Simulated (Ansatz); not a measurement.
Ansatz results at the PBE0-D4/def2-TZVP geometry: HOMO energy (PBE/def2-TZVPP) -6.60 eV; size of the dipole moment (PBE/def2-TZVPP) 1.60 D; HOMO energy (ωB97M-V/def2-TZVPP) -10.55 eV.

Each molecule was computed in one conformer, which needn't be the lowest.

Q: Which molecule gave them?
A. `CO[SiH2]O[SiH3]`
B. `CO[Si](N)(F)Cl`
C. `F[SiH2][SeH]`
D. `F[Si](F)(Br)Br`

A: B. The others give `CO[SiH2]O[SiH3]`: -6.94, 0.98, -10.86; `F[SiH2][SeH]`: -6.39, 1.05, -9.71; `F[Si](F)(Br)Br`: -7.75, 0.78, -11.26.
